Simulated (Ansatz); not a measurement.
Compare A (`[SiH3]CN[SiH2]Cl`) with its isomer B (`NC([SiH3])[SiH2]Cl`).

Computed with Ansatz on PBE0-D4/def2-TZVP structures; ΔE is electronic, products minus reactants. CBS: MP2 limit from def2 TZ/QZ plus the TZ coupled-cluster correction, frozen cores. DFT in def2-TZVPP. B3LYP here is the variant with VWN-RPA as its local correlation; programs differ in this. Each species was taken in one conformer, which may not be the lowest.

Problem. Which isomer does CCSD(T)/CBS put lower? Give the gap. (An estimate is asked.)

Solution. The calculation gave: A, by 15.5 kcal/mol.

Problem. Give E(B) − E(A) in kcal/mol with PBE0-D4, B3LYP, HF/def2-TZVPP, MP2/def2-TZVPP, r2SCAN-D4, ωB97M-V, CCSD(T)/def2-TZVPP. (Estimate.)

Solution. Ansatz gave: PBE0-D4 14.4, B3LYP 17.4, HF/def2-TZVPP 19.7, MP2/def2-TZVPP 15.7, r2SCAN-D4 15.1, ωB97M-V 15.2, CCSD(T)/def2-TZVPP 15.5. None reverses the order clearly.

Largest T1 diagnostic: 0.011.

The D4 term adds −1.5 kcal/mol with B3LYP and −0.8 kcal/mol with PBE0; it sums over pairs of atoms, weighted by their polarisabilities, and B3LYP, whose exchange is more repulsive, gets the larger term. In def2-TZVPP, CCSD(T) changes the Hartree–Fock value by −4.2 kcal/mol (the triples alone add −0.7 kcal/mol) and MP2 by −4.0 kcal/mol.
